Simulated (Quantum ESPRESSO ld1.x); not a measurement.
The strontium ion Sr+, configuration [Kr] 5s1 (the NIST ground configuration). Calculated with ld1.x of Quantum ESPRESSO 7.5: Dirac Kohn-Sham, PBE, spin-unpolarised, spherical densities, point nucleus.

Spin-orbit splittings of the eigenvalues, e(l+1/2) - e(l-1/2), with zeta = 2 splitting/(2l+1) and mean radii in bohr:

shell  occ.  splitting (eV)  zeta (eV)  <r> j=l-1/2  <r> j=l+1/2
2p        6           68.41      45.61       0.1475       0.1517
3p        6           10.49      6.992       0.4913       0.5018
3d       10           1.830     0.7321       0.4961       0.4998
4p        6           1.167     0.7781        1.539        1.572
